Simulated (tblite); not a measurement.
A geometry optimisation, step by step.

C₃H₁₃NSi₂.
Atom-mapped SMILES: `[CH3:1][CH:2]([CH3:3])[NH:4][SiH2:5][SiH3:6]` (hydrogens: H7, H8, H9 on C1; H10 on C2; H11, H12, H13 on C3; H14 on N4; H15, H16 on Si5; H17, H18, H19 on Si6)

Computed with GFN2-xTB (tblite), gas phase: L-BFGS steps from a force-field or distance-geometry start until the largest atomic force falls under 0.01 eV/Å. 10 of its 119 geometries are shown.

Step 0: E = -528.9962 eV, largest atomic force 1.016 eV/Å
```
atom  x, y, z in Å  |  force x, y, z in eV/Å
C1     -1.703    0.939   -1.166   -0.592   0.531  -0.358
C2     -1.290   -0.213   -0.272    0.329   0.062   0.816
C3     -2.245   -0.349    0.919   -0.802   0.009   0.033
N4      0.064   -0.016    0.266   -0.798   0.011   0.162
Si5     1.530   -0.301   -0.550    0.635  -0.096  -0.787
Si6     3.389   -0.392    0.818   -0.069   0.070   0.248
H7     -2.736    0.796   -1.527    0.379   0.026   0.169
H8     -1.674    1.904   -0.628    0.053  -0.478  -0.150
H9     -1.061    1.019   -2.044    0.031  -0.064   0.175
H10    -1.338   -1.155   -0.829    0.352   0.113  -0.033
H11    -2.272    0.562    1.526    0.166  -0.148  -0.147
H12    -1.981   -1.188    1.565    0.148   0.151  -0.149
H13    -3.279   -0.524    0.569    0.472   0.062   0.055
H14     0.113    0.872    0.754   -0.316  -0.162   0.197
H15     1.656    0.829   -1.519    0.221  -0.272  -0.127
H16     1.366   -1.562   -1.303   -0.080   0.204   0.033
H17     3.519    0.877    1.601    0.097  -0.452  -0.195
H18     4.635   -0.571    0.019   -0.384   0.064   0.307
H19     3.298   -1.518    1.793    0.158   0.368  -0.250
```

Step 13: E = -529.1903 eV, largest atomic force 0.173 eV/Å
```
atom  x, y, z in Å  |  force x, y, z in eV/Å
C1     -1.710    0.940   -1.167   -0.016   0.020   0.001
C2     -1.270   -0.196   -0.242    0.099   0.033  -0.017
C3     -2.250   -0.352    0.919    0.022   0.041  -0.024
N4      0.069    0.027    0.272    0.011  -0.051  -0.001
Si5     1.520   -0.258   -0.617   -0.015  -0.027   0.075
Si6     3.314   -0.372    0.835   -0.121   0.007  -0.124
H7     -2.725    0.780   -1.521   -0.020  -0.032  -0.026
H8     -1.680    1.886   -0.630    0.010   0.032  -0.002
H9     -1.044    1.004   -2.024   -0.001   0.004   0.024
H10    -1.244   -1.128   -0.818    0.052   0.029   0.018
H11    -2.265    0.561    1.510    0.008   0.046   0.079
H12    -1.958   -1.179    1.560    0.030   0.000  -0.003
H13    -3.257   -0.529    0.551   -0.009  -0.057  -0.042
H14     0.067    0.795    0.932    0.039  -0.102  -0.056
H15     1.768    0.734   -1.692   -0.015  -0.008   0.010
H16     1.270   -1.516   -1.341   -0.031   0.027   0.055
H17     3.542    0.843    1.621   -0.023   0.046   0.047
H18     4.535   -0.555    0.049    0.032  -0.002  -0.032
H19     3.309   -1.478    1.794   -0.053  -0.005   0.020
```

Step 26: E = -529.2014 eV, largest atomic force 0.060 eV/Å
```
atom  x, y, z in Å  |  force x, y, z in eV/Å
C1     -1.699    0.951   -1.165    0.006  -0.002   0.012
C2     -1.250   -0.181   -0.238   -0.038  -0.009  -0.012
C3     -2.234   -0.348    0.919    0.005   0.006   0.007
N4      0.085    0.018    0.280   -0.022  -0.002  -0.010
Si5     1.514   -0.269   -0.632   -0.001   0.018   0.029
Si6     3.291   -0.358    0.820    0.049  -0.005   0.035
H7     -2.708    0.764   -1.525    0.007   0.009  -0.012
H8     -1.689    1.902   -0.636    0.007   0.009   0.015
H9     -1.030    1.020   -2.019    0.010   0.012   0.013
H10    -1.224   -1.109   -0.819    0.011  -0.007  -0.007
H11    -2.270    0.561    1.516    0.003   0.004   0.005
H12    -1.924   -1.172    1.557   -0.004   0.010   0.000
H13    -3.233   -0.551    0.541    0.014  -0.021   0.009
H14     0.100    0.753    0.972    0.009  -0.001  -0.008
H15     1.754    0.717   -1.711   -0.020  -0.009  -0.041
H16     1.230   -1.534   -1.323    0.007  -0.017  -0.020
H17     3.505    0.851    1.627   -0.021  -0.016  -0.032
H18     4.523   -0.546    0.044   -0.019   0.008   0.035
H19     3.251   -1.461    1.785   -0.006   0.012  -0.017
```

Step 39: E = -529.2060 eV, largest atomic force 0.043 eV/Å
```
atom  x, y, z in Å  |  force x, y, z in eV/Å
C1     -1.685    0.970   -1.153   -0.006   0.000   0.008
C2     -1.249   -0.178   -0.240    0.005  -0.021   0.000
C3     -2.221   -0.353    0.923   -0.028   0.007   0.014
N4      0.091    0.003    0.272    0.002   0.017  -0.013
Si5     1.509   -0.284   -0.655    0.018  -0.037   0.006
Si6     3.276   -0.350    0.813   -0.024   0.003  -0.009
H7     -2.683    0.788   -1.543   -0.002   0.002   0.012
H8     -1.691    1.909   -0.603    0.006   0.001  -0.003
H9     -0.995    1.058   -1.988   -0.003   0.018   0.017
H10    -1.229   -1.100   -0.829   -0.004  -0.025  -0.035
H11    -2.279    0.562    1.508    0.015   0.033   0.021
H12    -1.887   -1.158    1.572    0.009  -0.007   0.000
H13    -3.216   -0.588    0.557   -0.027  -0.019  -0.023
H14     0.115    0.732    0.970    0.018   0.004  -0.002
H15     1.710    0.675   -1.767    0.018   0.003  -0.002
H16     1.235   -1.564   -1.324    0.000  -0.004   0.001
H17     3.446    0.870    1.610    0.004   0.012   0.006
H18     4.534   -0.535    0.086   -0.001   0.010  -0.009
H19     3.209   -1.448    1.781    0.002   0.001   0.012
```

Step 52: E = -529.2084 eV, largest atomic force 0.020 eV/Å
```
atom  x, y, z in Å  |  force x, y, z in eV/Å
C1     -1.683    0.987   -1.135    0.001  -0.010   0.005
C2     -1.251   -0.182   -0.247   -0.001   0.004   0.001
C3     -2.217   -0.357    0.923    0.004   0.003  -0.011
N4      0.096   -0.016    0.253   -0.004   0.007   0.001
Si5     1.513   -0.320   -0.672   -0.012   0.011   0.002
Si6     3.260   -0.340    0.817    0.013  -0.001   0.002
H7     -2.679    0.815   -1.537    0.000   0.001   0.009
H8     -1.694    1.911   -0.559    0.006  -0.003  -0.014
H9     -0.985    1.099   -1.961   -0.012   0.014   0.003
H10    -1.244   -1.096   -0.851   -0.007   0.012   0.003
H11    -2.280    0.566    1.498    0.007  -0.016   0.007
H12    -1.872   -1.153    1.579   -0.001   0.007  -0.019
H13    -3.212   -0.607    0.561    0.004   0.000  -0.001
H14     0.136    0.719    0.944   -0.008  -0.003   0.006
H15     1.729    0.629   -1.791   -0.002  -0.013   0.000
H16     1.238   -1.604   -1.330    0.001  -0.013   0.004
H17     3.411    0.892    1.603   -0.010   0.002  -0.003
H18     4.525   -0.509    0.099    0.008  -0.005   0.002
H19     3.199   -1.425    1.800    0.012   0.003   0.004
```

Step 66: E = -529.2113 eV, largest atomic force 0.028 eV/Å
```
atom  x, y, z in Å  |  force x, y, z in eV/Å
C1     -1.694    1.030   -1.115   -0.005   0.009  -0.007
C2     -1.253   -0.165   -0.268    0.005   0.001   0.000
C3     -2.206   -0.372    0.908   -0.003   0.000  -0.001
N4      0.097   -0.021    0.224    0.008  -0.012   0.023
Si5     1.515   -0.381   -0.675    0.004  -0.010  -0.006
Si6     3.257   -0.330    0.823   -0.002   0.006   0.001
H7     -2.695    0.870   -1.506   -0.012  -0.001  -0.006
H8     -1.697    1.939   -0.515    0.015   0.004   0.011
H9     -1.009    1.167   -1.948    0.009   0.001  -0.003
H10    -1.257   -1.060   -0.899   -0.008  -0.005   0.000
H11    -2.262    0.534    1.510    0.014  -0.004   0.008
H12    -1.849   -1.184    1.537   -0.014  -0.009  -0.004
H13    -3.205   -0.612    0.555    0.001  -0.010  -0.010
H14     0.152    0.692    0.937   -0.008   0.027   0.003
H15     1.744    0.518   -1.831   -0.006  -0.003  -0.014
H16     1.237   -1.691   -1.281    0.000  -0.005   0.011
H17     3.341    0.933    1.567    0.019  -0.001   0.007
H18     4.537   -0.477    0.126   -0.002   0.010  -0.007
H19     3.238   -1.383    1.841   -0.016   0.001  -0.005
```

Step 79: E = -529.2151 eV, largest atomic force 0.037 eV/Å
```
atom  x, y, z in Å  |  force x, y, z in eV/Å
C1     -1.694    1.083   -1.085    0.004  -0.006  -0.001
C2     -1.253   -0.148   -0.289   -0.006   0.001   0.013
C3     -2.200   -0.405    0.883   -0.008   0.000   0.006
N4      0.098   -0.019    0.205   -0.005   0.005   0.012
Si5     1.512   -0.450   -0.666   -0.016   0.032  -0.009
Si6     3.254   -0.292    0.825    0.013   0.001   0.006
H7     -2.708    0.952   -1.455   -0.001   0.003  -0.004
H8     -1.665    1.972   -0.456   -0.002  -0.014   0.018
H9     -1.029    1.237   -1.930    0.013  -0.006  -0.004
H10    -1.263   -1.018   -0.954    0.014   0.013   0.005
H11    -2.227    0.460    1.544    0.005   0.007  -0.006
H12    -1.859   -1.265    1.454   -0.004  -0.004  -0.009
H13    -3.209   -0.598    0.526   -0.004  -0.003  -0.009
H14     0.160    0.714    0.897    0.006   0.004  -0.001
H15     1.726    0.354   -1.894    0.008  -0.011   0.011
H16     1.232   -1.805   -1.161    0.003  -0.018  -0.003
H17     3.325    0.982    1.551   -0.017   0.014  -0.006
H18     4.540   -0.419    0.135   -0.004  -0.011  -0.013
H19     3.249   -1.325    1.864    0.003  -0.006  -0.005
```

Step 92: E = -529.2160 eV, largest atomic force 0.019 eV/Å
```
atom  x, y, z in Å  |  force x, y, z in eV/Å
C1     -1.690    1.097   -1.073    0.000   0.002  -0.001
C2     -1.252   -0.143   -0.291    0.004   0.000  -0.002
C3     -2.202   -0.415    0.874   -0.003   0.002  -0.004
N4      0.099   -0.016    0.206    0.001  -0.002   0.004
Si5     1.509   -0.468   -0.662    0.004  -0.017   0.008
Si6     3.252   -0.282    0.822    0.002  -0.003  -0.004
H7     -2.704    0.976   -1.445    0.000  -0.004  -0.005
H8     -1.658    1.975   -0.430   -0.004   0.002   0.006
H9     -1.024    1.261   -1.916    0.008  -0.003   0.004
H10    -1.255   -1.005   -0.966   -0.004  -0.003  -0.004
H11    -2.221    0.438    1.549   -0.008   0.004   0.005
H12    -1.870   -1.289    1.429    0.002  -0.002  -0.003
H13    -3.211   -0.594    0.510   -0.005   0.001  -0.002
H14     0.165    0.725    0.888    0.001   0.001   0.003
H15     1.726    0.301   -1.909   -0.005   0.009  -0.009
H16     1.233   -1.838   -1.121   -0.007   0.003   0.000
H17     3.302    1.002    1.533    0.007   0.000  -0.001
H18     4.534   -0.408    0.126    0.003   0.005  -0.001
H19     3.258   -1.309    1.867    0.005   0.003   0.005
```

Step 105: E = -529.2167 eV, largest atomic force 0.015 eV/Å
```
atom  x, y, z in Å  |  force x, y, z in eV/Å
C1     -1.679    1.109   -1.062    0.001   0.003   0.001
C2     -1.250   -0.140   -0.289    0.000   0.000  -0.005
C3     -2.213   -0.423    0.864   -0.002   0.001  -0.005
N4      0.098   -0.021    0.217   -0.004   0.000  -0.001
Si5     1.502   -0.492   -0.651    0.005   0.011   0.002
Si6     3.258   -0.275    0.814    0.006   0.002   0.000
H7     -2.684    0.987   -1.458    0.006   0.000  -0.002
H8     -1.667    1.978   -0.407   -0.004   0.002   0.003
H9     -0.995    1.288   -1.888    0.000  -0.002   0.002
H10    -1.251   -0.994   -0.973   -0.002  -0.002  -0.003
H11    -2.233    0.419    1.553    0.002   0.003   0.004
H12    -1.890   -1.308    1.407    0.002   0.002   0.007
H13    -3.219   -0.589    0.488   -0.007  -0.001  -0.001
H14     0.170    0.729    0.890   -0.011  -0.010   0.004
H15     1.708    0.261   -1.911    0.004   0.001   0.000
H16     1.211   -1.863   -1.092    0.006  -0.013   0.004
H17     3.300    1.019    1.507    0.004   0.005  -0.001
H18     4.535   -0.393    0.108   -0.003   0.000  -0.006
H19     3.291   -1.284    1.877   -0.003  -0.005  -0.003
```

Step 118: E = -529.2174 eV, largest atomic force 0.008 eV/Å
```
atom  x, y, z in Å  |  force x, y, z in eV/Å
C1     -1.670    1.117   -1.057    0.001   0.001  -0.001
C2     -1.256   -0.140   -0.289    0.002   0.001   0.000
C3     -2.227   -0.425    0.855   -0.002   0.002  -0.002
N4      0.089   -0.032    0.228    0.003  -0.001  -0.001
Si5     1.496   -0.501   -0.636    0.003  -0.007  -0.002
Si6     3.268   -0.263    0.805   -0.001   0.001   0.001
H7     -2.662    0.994   -1.485    0.000   0.004   0.006
H8     -1.682    1.977   -0.390   -0.003  -0.001  -0.001
H9     -0.963    1.310   -1.859   -0.001  -0.002   0.000
H10    -1.258   -0.989   -0.980    0.006  -0.001   0.004
H11    -2.247    0.413    1.550    0.002   0.001  -0.001
H12    -1.912   -1.314    1.396   -0.004   0.003   0.000
H13    -3.232   -0.583    0.473   -0.001  -0.002  -0.003
H14     0.158    0.708    0.911   -0.003  -0.003   0.002
H15     1.696    0.238   -1.905   -0.006   0.001  -0.003
H16     1.216   -1.882   -1.060    0.004   0.001  -0.002
H17     3.322    1.037    1.486    0.000  -0.002   0.002
H18     4.534   -0.386    0.079   -0.001  -0.001  -0.002
H19     3.316   -1.268    1.870    0.001   0.004   0.002
```

Q: Summarise the path.

A: The energy falls by 0.2212 eV from step 0 to step 118; nine tenths of that is first reached at step 17. It falls at every step. The largest force goes from 1.016 to 0.008 eV/Å. Among the bonds Si6–H17 changes most, from 1.497 to 1.469 Å; the atoms move by 0.277 Å rms after alignment.

Q: Follow the three bonds and two angles with the largest change from start to end.

A: 
```tsv
step	E above end (eV)	largest force (eV/Å)	Si6–H17 (Å)	Si6–H18 (Å)	Si6–H19 (Å)	Si5–N4–H14 (°)	N4–Si5–H15 (°)
0	0.2212	1.016	1.497	1.491	1.492	109.6	104.9
5	0.0852	0.276	1.454	1.458	1.453	112.9	108.0
10	0.0412	0.179	1.469	1.470	1.467	116.2	112.9
15	0.0240	0.084	1.469	1.466	1.467	117.8	114.0
21	0.0182	0.108	1.465	1.464	1.463	117.4	114.7
26	0.0160	0.060	1.470	1.467	1.466	118.3	114.2
31	0.0139	0.051	1.466	1.463	1.464	118.4	113.6
36	0.0122	0.035	1.468	1.466	1.466	118.4	113.9
41	0.0109	0.042	1.468	1.465	1.465	118.2	114.1
46	0.0100	0.064	1.468	1.465	1.465	118.0	114.3
51	0.0091	0.027	1.468	1.465	1.465	117.6	114.4
56	0.0085	0.041	1.468	1.464	1.465	117.9	114.6
62	0.0071	0.047	1.468	1.465	1.465	118.2	114.4
67	0.0059	0.023	1.469	1.465	1.466	118.2	114.1
72	0.0049	0.059	1.469	1.465	1.466	118.3	114.2
77	0.0027	0.037	1.469	1.465	1.466	118.4	113.9
82	0.0019	0.031	1.469	1.464	1.465	118.8	114.0
87	0.0016	0.028	1.469	1.465	1.465	118.6	114.0
92	0.0014	0.019	1.469	1.465	1.465	118.8	114.2
97	0.0012	0.022	1.469	1.464	1.465	118.8	114.0
103	0.0008	0.014	1.469	1.465	1.466	118.8	113.9
108	0.0006	0.018	1.469	1.464	1.465	118.8	114.0
113	0.0003	0.019	1.469	1.465	1.465	119.2	113.9
118	0.0000	0.008	1.469	1.465	1.465	119.0	113.9
```

The cost below is that of the whole relaxation. Hardware: one thread of an Arm Neoverse N1 (shared host). Cost: 1.5 s wall.
